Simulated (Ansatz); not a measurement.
Cost and result up the ladder for the cluster Cu3Te6 (9 atoms). Total charge 0; doublet. Geometry: PBE-D4/def2-SVP.

```xyz
9

Cu   -0.468   -1.107    0.256
Cu    0.043    1.060   -0.995
Cu    1.889   -0.481   -0.363
Te   -2.407    0.539   -0.504
Te    1.614    1.521    1.118
Te    0.820   -2.505   -1.453
Te   -0.138   -0.081    2.683
Te    1.189   -0.133   -2.959
Te   -2.541    1.187    2.217
```

Ansatz on 4 threads of Arm Neoverse V2 on a shared host. Times are rough, and most runs start from the orbitals of an earlier one. r2SCAN0-D4/def2-SVP serves as the yardstick here, not as an exact answer. Binding counts from free atoms at the same level (Cu doublet, Te triplet; other spins of the atoms weren't run), without zero-point energy or a counterpoise term.

In the def2 sets Te takes a core potential; there is no spin–orbit coupling. Correlated methods freeze 51 core orbitals; core or outer-core shells of Te are correlated, in sets that lack core-valence functions. No other spin state of charge 0 was run. The structure comes from a short search, and lower isomers may exist.

Correlated methods converge slowly with the basis, most of all in double-zeta sets.

| level | functions | wall time | binding energy per atom (eV) | difference from r2SCAN0-D4/def2-SVP (eV) |
| --- | --- | --- | --- | --- |
| PBE-D4/def2-SVP | 249 | 21 s | 2.81 | 0.38 |
| PBE0-D4/def2-SVP | 249 | 31 s | 2.53 | 0.10 |
| r2SCAN-D4/def2-SVP | 249 | 53 s | 2.68 | 0.25 |
| RPA@PBE/def2-SVP | 249 | 57 s | 1.82 | -0.61 |
| MP2/def2-SVP | 249 | 81 s | 2.16 | -0.27 |
| r2SCAN0-D4/def2-SVP | 249 | 91 s | 2.43 | 0.00 |
| B97M-V/def2-SVP (with forces) | 249 | 1.9 min | 2.52 | 0.09 |
